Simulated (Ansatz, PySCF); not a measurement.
Ways to break one bond of CS (CH4S):

A. CS (CH4S) [methanethiol] -> [CH3] (CH3) + [SH] (HS)
B. CS (CH4S) -> [CH2]S + H atom
C. CS (CH4S) [methanethiol] -> C[S] + H atom

Quantity: bond dissociation energy (enthalpy at 298 K, with B3LYP-D3(BJ) rigid-rotor harmonic-oscillator terms from PySCF), kcal/mol. Geometries: B3LYP-D3(BJ)/def2-TZVP minima from Ansatz (a quantum-chemistry and plane-wave program), one conformer each, not searched for the lowest. Valence correlation only, unless marked. Open shells are spin-unrestricted. No spin-orbit coupling. No relativistic terms. Basis-set limits of correlation are two-point, X^-3; Hartree-Fock from the larger set. [CCSD(T)-MP2]/basis is that difference in the basis named.

**Question.** Rank them by bond dissociation energy at RI-MP2/CBS(aug-cc-pV(T+d)Z,aug-cc-pV(Q+d)Z)+[CCSD(T)-MP2]/aug-cc-pV(T+d)Z (Ansatz), lowest first.

**Answer.** A (75.2 kcal/mol), C (87.5 kcal/mol), B (95.6 kcal/mol)
